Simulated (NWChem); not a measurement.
Species: C$_{2}$H$_{5}$NOSi; SMILES O=C/C=N/[SiH3]

```xyz
10

O      0.2492     2.9319     0.3173
C     -0.3194     1.9335    -0.0691
C      0.2244     0.5517     0.1639
N     -0.4198    -0.4558    -0.2666
Si     0.0870    -2.1333    -0.0723
H     -1.2806     1.9560    -0.6223
H      1.1803     0.5224     0.7136
H     -0.9888    -2.8378     0.6669
H      1.3785    -2.2657     0.6652
H      0.2212    -2.7152    -1.4302
```
Atoms are numbered in this order, from 1.

Computed with NWChem. Pople sets run with spherical d functions. STO-3G and 3-21G are far too small for this property and stand as cheap habits. Coordinates come from a B3LYP/6-31G* (spherical d) optimisation. GIAO values for the isolated, static molecule; σ is the absolute isotropic shielding, δ = σ(reference) − σ with the isolated reference molecule computed at the same levels (13C: tetramethylsilane, 1H: tetramethylsilane, 15N: ammonia, 17O: water, 29Si: tetramethylsilane).

| level | δ O1 (ppm) | δ C2 (ppm) | δ C3 (ppm) | δ N4 (ppm) | δ Si5 (ppm) | δ H7 (ppm) | δ H8 (rotor mean) (ppm) |
|---|---|---|---|---|---|---|---|
| B3LYP/6-31G* | 657.6 | 182.8 | 164.3 | 380.6 | -16.9 | 8.14 | 5.14 |
| Hartree-Fock/STO-3G | 684.8 | 150.8 | 138.5 | 343.7 | -47.8 | 8.67 | 2.80 |
| PBE/pcSseg-1 | ? | ? | ? | ? | ? | ? | ? |

### Question
Fill in the missing entries.

### Answer

- PBE/pcSseg-1, δ O1 (ppm): 749.0
- PBE/pcSseg-1, δ C2 (ppm): 199.5
- PBE/pcSseg-1, δ C3 (ppm): 181.2
- PBE/pcSseg-1, δ N4 (ppm): 440.9
- PBE/pcSseg-1, δ Si5 (ppm): -44.8
- PBE/pcSseg-1, δ H7 (ppm): 8.29
- PBE/pcSseg-1, δ H8 (rotor mean) (ppm): 5.19
